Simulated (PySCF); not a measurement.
## Radial density of Pd (palladium, neutral)

B3LYP, [Kr] 4d10, closed-shell 1S. All numbers are calculated (PySCF 2.14, a scalar-relativistic core potential, in def2-TZVP with the def2 core potential (28 electrons)). This is the valence pseudo-density: the core potential removes the inner electrons and smooths the orbitals near the nucleus.

| r (bohr) | 4πr²ρ (e/bohr) |
| --- | --- |
| 0.0339 | 1.210e-05 |
| 0.0569 | 5.309e-05 |
| 0.0958 | 0.0003839 |
| 0.161 | 0.004588 |
| 0.271 | 0.08135 |
| 0.456 | 1.979 |
| 0.767 | 14.55 |
| 1.29 | 11.91 |
| 2.17 | 2.672 |
| 3.65 | 0.3550 |
| 6.14 | 0.003457 |

Energies and moments cover only the electrons outside the core potential.
